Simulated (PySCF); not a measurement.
sulfuric acid (H₂O₄S), singlet, at a GFN2-xTB geometry; TPSS/STO-3G run with PySCF.

Here is a job for PySCF.
```python
from pyscf import gto, scf, dft

mol = gto.Mole()
mol.atom = '''
    O    -0.55270887    1.35278782    0.31094223
    S    -0.08041867   -0.12569137   -0.01074187
    O    -0.62676941   -0.48852650   -1.26558736
    O    -0.27441856   -0.91999660    1.14521182
    O     1.47921766    0.09531076   -0.18718448
    H    -0.79115034    1.75123860   -0.52439176
    H     1.87528245   -0.05678066    0.66920393
'''
mol.basis = 'sto-3g'
mol.verbose = 3
mol.build()

mf = dft.RKS(mol)
mf.xc = 'tpss'
mf.kernel()
mf.analyze()
```

### Question
Write the output that PySCF gives for this input, abridged.

### Answer

```
converged SCF energy = -691.329943705041
**** MO energy ****
MO #1   energy= -87.6813010719769  occ= 2
MO #2   energy= -18.6287001665885  occ= 2
MO #3   energy= -18.6285165325238  occ= 2
MO #4   energy= -18.5246539815671  occ= 2
MO #5   energy= -18.524569971166   occ= 2
MO #6   energy= -7.81629186792492  occ= 2
MO #7   energy= -5.79152494811357  occ= 2
MO #8   energy= -5.78729706696881  occ= 2
MO #9   energy= -5.78554696568459  occ= 2
MO #10  energy= -1.08318337199793  occ= 2
MO #11  energy= -0.939095937860476 occ= 2
MO #12  energy= -0.91773917036173  occ= 2
MO #13  energy= -0.90386334937592  occ= 2
MO #14  energy= -0.561820970656895 occ= 2
MO #15  energy= -0.497844011599515 occ= 2
MO #16  energy= -0.351029711201932 occ= 2
MO #17  energy= -0.33185084063888  occ= 2
MO #18  energy= -0.278297547943504 occ= 2
MO #19  energy= -0.244378183249867 occ= 2
MO #20  energy= -0.16995643701454  occ= 2
MO #21  energy= -0.149879435069872 occ= 2
MO #22  energy= -0.127663473447334 occ= 2
MO #23  energy= -0.119189916377306 occ= 2
MO #24  energy= -0.100592759675634 occ= 2
MO #25  energy= -0.0942748790324496 occ= 2
MO #26  energy= 0.163558356664054  occ= 0
MO #27  energy= 0.203054853266798  occ= 0
MO #28  energy= 0.274484758572222  occ= 0
MO #29  energy= 0.30536070263346   occ= 0
MO #30  energy= 0.340959441913874  occ= 0
MO #31  energy= 0.405216976170273  occ= 0
 ** Mulliken atomic charges  **
charge of    0O =     -0.33640
charge of    1S =      1.33941
charge of    2O =     -0.48177
charge of    3O =     -0.48177
charge of    4O =     -0.33641
charge of    5H =      0.14847
charge of    6H =      0.14847
Dipole moment(X, Y, Z, Debye):  0.96246,  1.50434,  0.12859
```
